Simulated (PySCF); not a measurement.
**Nb (niobium, neutral) across methods**

[Kr] 4d4 5s1, high-spin 6D determinant. All numbers are calculated (PySCF 2.14, the spin-free X2C one-electron Hamiltonian (Gaussian nucleus), in x2c-TZVPPall).

| method | E (hartree) | mean ε 4p β (eV) | mean ε 4d α (eV) | mean ε 5s α (eV) | Σ⟨r²⟩ (bohr²) | ⟨S²⟩ |
| --- | --- | --- | --- | --- | --- | --- |
| wB97M-V | -3819.04 | -37.494 | -7.002 | -6.555 | 57.70 | 8.752 |
| PBE | -3818.95 | -32.732 | -3.726 | -4.453 | 57.83 | 8.751 |
| M06 | -3819.32 | -35.208 | -4.518 | -4.787 | 58.00 | 8.751 |
| PBE0 | -3819.02 | -34.821 | -4.857 | -4.980 | 57.36 | 8.751 |
| BLYP | -3819.45 | -32.712 | -3.436 | -4.248 | 58.24 | 8.750 |
| UHF | -3817.23556 | -40.131 | -7.905 | -6.240 | 58.07 | 8.755 |
| LDA | -3814.75 | -33.028 | -3.797 | -4.668 | 57.81 | 8.750 |

Task: Estimate the same row for r2SCAN.

Result: E (hartree) = -3819.35; mean ε 4p β (eV) = -33.340; mean ε 4d α (eV) = -3.944; mean ε 5s α (eV) = -4.666; Σ⟨r²⟩ (bohr²) = 57.21; ⟨S²⟩ = 8.752.
